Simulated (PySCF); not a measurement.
# Spin-rotation constants: `C=C[S@@](=O)CCC`, C$_{5}$H$_{10}$OS

Geometry:
```
atom   x (Å)   y (Å)   z (Å)
  C1   3.180   0.345   0.082
  C2   2.193  -0.478   0.356
  S3   0.563   0.179   0.822
  O4   0.669   1.635   0.737
  C5  -0.224  -0.371  -0.781
  C6  -1.597   0.267  -0.889
  C7  -2.542  -0.242   0.191
  H8   2.999   1.409   0.119
  H9   4.171   0.019  -0.184
 H10   2.259  -1.553   0.367
 H11  -0.279  -1.457  -0.744
 H12   0.427  -0.053  -1.594
 H13  -1.478   1.348  -0.790
 H14  -2.015   0.064  -1.878
 H15  -2.663  -1.321   0.119
 H16  -2.150  -0.001   1.177
 H17  -3.520   0.221   0.088
```

Theory: PySCF, GIAO B3LYP/pcSseg-1 magnetisability, rotational g tensor and spin-rotation constants, non-relativistic, gas phase. Geometry: GFN2-xTB.

Problem. Give the nuclear spin-rotation constants along the inertial axes (H = +C I·J) beside the isotropic shieldings.

Solution. Rotational constants 4.9247, 1.2667, 1.1792 GHz. A star marks the isotopologue with that one atom substituted, in its own axes.
```tsv
atom	isotope	Caa (kHz)	Cbb (kHz)	Ccc (kHz)	mean (kHz)	σ (ppm)
H8	1H	-0.482	0.029	-0.043	-0.165	25.4
H9	1H	0.225	-0.066	-0.132	0.009	25.6
H10	1H	-0.499	0.036	-0.045	-0.170	25.1
H11	1H	-0.558	-0.029	-0.064	-0.217	29.6
H12	1H	-0.399	-0.131	0.002	-0.176	29.3
H13	1H	-0.485	-0.018	-0.077	-0.193	29.5
H14	1H	-0.330	-0.069	-0.081	-0.160	30.1
H15	1H	-0.503	-0.041	-0.087	-0.210	31.1
H16	1H	-0.309	-0.069	-0.088	-0.155	30.2
H17	1H	-0.009	-0.118	-0.123	-0.083	30.6
C1	13C*	1.778	0.448	0.241	0.823	59.1
C2	13C*	1.715	0.549	0.362	0.875	22.6
S3	33S*	2.248	0.511	0.424	1.061	178.8
O4	17O*	0.277	-0.275	-0.071	-0.023	308.8
C5	13C*	1.073	0.285	0.286	0.548	111.7
C6	13C*	0.749	0.193	0.181	0.374	161.3
C7	13C*	0.747	0.181	0.162	0.363	166.9
```
For the geometry as given, no vibrational averaging.

Problem. How do the rotational constants and the g tensor change when H8, H9, H10, H11, H12, H13, H14, H15, H16, H17 are replaced by deuterium?

Solution. Constants 4.0808, 1.0660, 1.0014 GHz; g -0.0420, -0.0065, -0.0049, against -0.0500, -0.0077, -0.0057 before.
